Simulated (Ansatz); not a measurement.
The cluster Ge₇S₆. Charge 0, multiplicity 3. Geometry r2SCAN-D4/def2-SVP, that of the neutral singlet; atoms count from 1.

```xyz
13

Ge   -2.183   -0.683   -2.212
Ge    0.282    1.999   -1.329
Ge   -0.506   -2.549   -1.105
Ge   -1.551    0.224    2.113
Ge    1.241   -1.530    0.452
Ge   -3.196    0.829   -0.401
Ge    2.929    0.913    1.471
S     0.164   -0.439   -2.090
S     0.782   -0.364    2.327
S    -2.296   -1.387    0.324
S     3.346   -1.191    0.229
S    -1.298    1.968    0.513
S     2.286    2.210   -0.292
```

At PBE-D4/def2-SVP a singlet of charge 0 lies 1.59 eV below the triplet at the same geometry. The structure comes from a short search, and lower isomers may exist.

(1) Estimate the Mulliken populations from the PBE/def2-SVP orbitals of Ansatz.

(2) Where does the spin sit?

(3) And the Mayer bond orders between bonded heavy atoms (over 0.3)?

## Answers

(1) 
```
atom  charge (e)  spin (α − β)
 Ge1        0.16          0.68
 Ge2        0.36          0.07
 Ge3        0.27          0.23
 Ge4        0.37          0.06
 Ge5        0.26          0.17
 Ge6        0.23          0.55
 Ge7        0.37          0.01
  S8       -0.34          0.00
  S9       -0.32          0.09
 S10       -0.35          0.00
 S11       -0.27          0.11
 S12       -0.35          0.01
 S13       -0.37          0.03
```
Mulliken values and Mayer orders depend strongly on the basis.

(2) Summed by element: Ge 1.77, S 0.23, of 2 unpaired in all. Largest on single atoms: Ge1 0.68, Ge6 0.55, Ge3 0.23.

(3) Ge1–Ge3 0.40 (2.74 Å); Ge1–Ge6 0.57 (2.57 Å); Ge1–S8 0.81 (2.36 Å); Ge1–S10 0.41 (2.63 Å); Ge2–S8 0.49 (2.56 Å); Ge2–S12 0.62 (2.43 Å); Ge2–S13 1.07 (2.27 Å); Ge3–Ge5 0.54 (2.55 Å); Ge3–S8 0.66 (2.42 Å); Ge3–S10 0.56 (2.57 Å); Ge4–S9 0.70 (2.41 Å); Ge4–S10 0.61 (2.52 Å); Ge4–S12 0.74 (2.38 Å); Ge5–S9 0.91 (2.26 Å); Ge5–S11 1.30 (2.14 Å); Ge6–S10 0.63 (2.50 Å); Ge6–S12 0.83 (2.40 Å); Ge7–S9 0.48 (2.64 Å); Ge7–S11 0.71 (2.48 Å); Ge7–S13 1.03 (2.28 Å).
